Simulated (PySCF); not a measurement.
acetamide (C₂H₅NO), singlet, geometry from GFN2-xTB; MP2/pc-1 run with PySCF.

The PySCF input:
```python
from pyscf import gto, scf, mp

mol = gto.M(
    atom='''
O     0.42378843    1.31335395   -0.10983582
C     0.07883705    0.15962437   -0.01302384
N     0.97349819   -0.85477823    0.08636671
C    -1.36369635   -0.29914896    0.00992359
H     0.68999030   -1.81413072    0.16690771
H    -2.01725080    0.56352280   -0.07332249
H    -1.55183793   -0.97516368   -0.82107525
H    -1.57282710   -0.82103070    0.94097462
H     1.95628661   -0.63943414    0.07923654
''',
    basis='pc-1',
    verbose=4,
)

mf = scf.RHF(mol)
mf.kernel()

pt = mp.MP2(mf, frozen=4)
pt.kernel()
print('E(MP2) = %.10f' % pt.e_tot)
mf.analyze()
```

Problem. Write the output that PySCF gives for this input, abridged.

Solution. 
```
PySCF version 2.14.0

[INPUT] verbose = 4
[INPUT] num. atoms = 9
[INPUT] num. electrons = 32
[INPUT] charge = 0
[INPUT] spin (= nelec alpha-beta = 2S) = 0
[INPUT] symmetry False subgroup None
[INPUT] Mole.unit = angstrom
[INPUT] Symbol           X                Y                Z      unit          X                Y                Z       unit  Magmom
[INPUT]  1 O      0.423788430000   1.313353950000  -0.109835820000 AA    0.800844067459   2.481879270116  -0.207559618467 Bohr   0.0
[INPUT]  2 C      0.078837050000   0.159624370000  -0.013023840000 AA    0.148980432969   0.301646342106  -0.024611490690 Bohr   0.0
[INPUT]  3 N      0.973498190000  -0.854778230000   0.086366710000 AA    1.839644961860  -1.615296751940   0.163209428180 Bohr   0.0
[INPUT]  4 C     -1.363696350000  -0.299148960000   0.009923590000 AA   -2.577012618569  -0.565309604848   0.018752867272 Bohr   0.0
[INPUT]  5 H      0.689990300000  -1.814130720000   0.166907710000 AA    1.303892695606  -3.428210214960   0.315409859978 Bohr   0.0
[INPUT]  6 H     -2.017250800000   0.563522800000  -0.073322490000 AA   -3.812051536560   1.064903756948  -0.138559424871 Bohr   0.0
[INPUT]  7 H     -1.551837930000  -0.975163680000  -0.821075250000 AA   -2.932548677412  -1.842792281823  -1.551607350159 Bohr   0.0
[INPUT]  8 H     -1.572827100000  -0.821030700000   0.940974620000 AA   -2.972212460294  -1.551523162860   1.778184321967 Bohr   0.0
[INPUT]  9 H      1.956286610000  -0.639434140000   0.079236540000 AA    3.696845914054  -1.208355399297   0.149735359658 Bohr   0.0

nuclear repulsion = 122.321649599464
number of shells = 22
number of NR pGTOs = 131
number of NR cGTOs = 81
basis = pc-1
ecp = {}

******** <class 'pyscf.scf.hf.RHF'> ********
method = RHF
initial guess = minao
damping factor = 0
level_shift factor = 0
DIIS = <class 'pyscf.scf.diis.CDIIS'>
diis_start_cycle = 1
diis_space = 8
diis_damp = 0
SCF conv_tol = 1e-09
SCF conv_tol_grad = None
SCF max_cycles = 50
direct_scf = True
direct_scf_tol = 1e-13
Set gradient conv threshold to 3.16228e-05
Initial guess from minao.
init E= -208.621264111707
  HOMO = -0.308455334008923  LUMO = 0.0828630739613501  gap/eV = 10.64832
cycle= 1 E= -207.799080046674  delta_E= 0.822  |g|= 0.736  |ddm|= 2.69
  HOMO = -0.316235419330219  LUMO = 0.111860254561289  gap/eV = 11.64908
cycle= 2 E= -207.865371165679  delta_E= -0.0663  |g|= 0.582  |ddm|= 1.01
  HOMO = -0.419481834448869  LUMO = 0.138816548121464  gap/eV = 15.19207
cycle= 3 E= -207.92708259165  delta_E= -0.0617  |g|= 0.0587  |ddm|= 0.444
  HOMO = -0.41657841072785  LUMO = 0.144954690842321  gap/eV = 15.28009
cycle= 4 E= -207.928621947442  delta_E= -0.00154  |g|= 0.018  |ddm|= 0.0827
  HOMO = -0.416576409784896  LUMO = 0.145539299424648  gap/eV = 15.29595
cycle= 5 E= -207.928781893378  delta_E= -0.00016  |g|= 0.00726  |ddm|= 0.0331
  HOMO = -0.416540766655278  LUMO = 0.145419764229092  gap/eV = 15.29172
cycle= 6 E= -207.928819664737  delta_E= -3.78e-05  |g|= 0.00341  |ddm|= 0.0176
  HOMO = -0.416117298679035  LUMO = 0.145679129273065  gap/eV = 15.28726
cycle= 7 E= -207.928827374822  delta_E= -7.71e-06  |g|= 0.000962  |ddm|= 0.00941
  HOMO = -0.416297997721633  LUMO = 0.145711651095537  gap/eV = 15.29306
cycle= 8 E= -207.928827880224  delta_E= -5.05e-07  |g|= 0.000292  |ddm|= 0.00216
  HOMO = -0.416229083488068  LUMO = 0.145727693901426  gap/eV = 15.29162
cycle= 9 E= -207.928827922167  delta_E= -4.19e-08  |g|= 6.35e-05  |ddm|= 0.000537
  HOMO = -0.416230648325126  LUMO = 0.145728419456577  gap/eV = 15.29169
cycle= 10 E= -207.928827924644  delta_E= -2.48e-09  |g|= 1.34e-05  |ddm|= 0.000129
  HOMO = -0.41622951965185  LUMO = 0.145727222815911  gap/eV = 15.29162
cycle= 11 E= -207.928827924744  delta_E= -1.01e-10  |g|= 2.92e-06  |ddm|= 2.65e-05
  HOMO = -0.416229254496277  LUMO = 0.145727429314112  gap/eV = 15.29162
Extra cycle  E= -207.928827924748  delta_E= -3.52e-12  |g|= 1.39e-06  |ddm|= 4.09e-06
converged SCF energy = -207.928827924748

******** <class 'pyscf.mp.mp2.RMP2'> ********
nocc = 12, nmo = 77
frozen orbitals 4
E(RMP2) = -208.55457937367  E_corr = -0.625751448922606
E(SCS-RMP2) = -208.541951076884  E_corr = -0.613123152136679
E_corr(same-spin) = -0.158975292196671
E_corr(oppo-spin) = -0.466776156725935
E(MP2) = -208.5545793737
**** SCF Summaries ****
Total Energy =                        -207.928827924747793
Nuclear Repulsion Energy =             122.321649599463782
One-electron Energy =                 -525.249662883004021
Two-electron Energy =                  194.999185358792431
Two-electron Coulomb Energy =          222.013749039492239
DFT Exchange-Correlation Energy =      -27.014563680699808
HOMO-LUMO gap [eV] =                    15.291620249683582
**** MO energy ****
MO #1   energy= -20.5003409520502  occ= 2
MO #2   energy= -15.5726528612231  occ= 2
MO #3   energy= -11.3446935510664  occ= 2
MO #4   energy= -11.2311127286782  occ= 2
MO #5   energy= -1.3930791289111   occ= 2
MO #6   energy= -1.21857678154173  occ= 2
MO #7   energy= -1.01000885619074  occ= 2
MO #8   energy= -0.804839279828069 occ= 2
MO #9   energy= -0.728904157785555 occ= 2
MO #10  energy= -0.66861736719156  occ= 2
MO #11  energy= -0.622831259828442 occ= 2
MO #12  energy= -0.591048440275632 occ= 2
MO #13  energy= -0.565212569539866 occ= 2
MO #14  energy= -0.531530187240548 occ= 2
MO #15  energy= -0.425966289030366 occ= 2
MO #16  energy= -0.416229254496277 occ= 2
MO #17  energy= 0.145727429314112  occ= 0
MO #18  energy= 0.183577713460354  occ= 0
MO #19  energy= 0.190296402047156  occ= 0
MO #20  energy= 0.210569671011962  occ= 0
MO #21  energy= 0.234849447522369  occ= 0
MO #22  energy= 0.246946615126901  occ= 0
MO #23  energy= 0.341497932984089  occ= 0
MO #24  energy= 0.430571191284565  occ= 0
 ** Mulliken pop on meta-lowdin orthogonal AOs  **
 ** Mulliken pop  **
 ** Mulliken atomic charges  **
charge of    0O =     -0.57810
charge of    1C =      0.54583
charge of    2N =     -0.45388
charge of    3C =     -0.28682
charge of    4H =      0.22656
charge of    5H =      0.11199
charge of    6H =      0.09922
charge of    7H =      0.09922
charge of    8H =      0.23597
Dipole moment(X, Y, Z, Debye): -0.61872, -4.27611,  0.36668
```
